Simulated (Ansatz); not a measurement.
Molecule: ZnF$_{2}$ (charge 0, triplet). The spin state was set by rule; other spins were not relaxed. 
Coordinates optimised at B3LYP-D3(BJ)/def2-TZVP (Ansatz, a quantum-chemistry and plane-wave program):
```
Zn
F 1 1.9878
F 1 1.9878 2 60.94
```
Charge 0, spin multiplicity 3.

Dipole moments at this geometry, in debye (magnitudes). The program attaches cautions to the CCSD(T)/def2-SVPD run: other roots.

| level | program | dipole (D) |
|---|---|---|
| SVWN5/def2-TZVPD | Ansatz | 2.78 |
| PBE/def2-TZVPD | Ansatz | 2.73 |
| BLYP/def2-TZVPD | Ansatz | 2.81 |
| r2SCAN/def2-TZVPD | Ansatz | 2.80 |
| B97M-V/def2-TZVPD | Ansatz | 2.93 |
| PBE0/def2-TZVPD | Ansatz | 2.93 |
| r2SCANh/def2-TZVPD | Ansatz | 2.87 |
| r2SCAN0/def2-TZVPD | Ansatz | 2.97 |
| HSE06/def2-TZVPD | Ansatz | 2.92 |
| CAM-B3LYP/def2-TZVPD | Ansatz | 3.02 |
| LC-wPBE/def2-TZVPD | Ansatz | 2.85 |
| wB97X-V/def2-TZVPD | Ansatz | 2.89 |
| CCSD(T)/def2-SVPD | Ansatz | 2.87 |
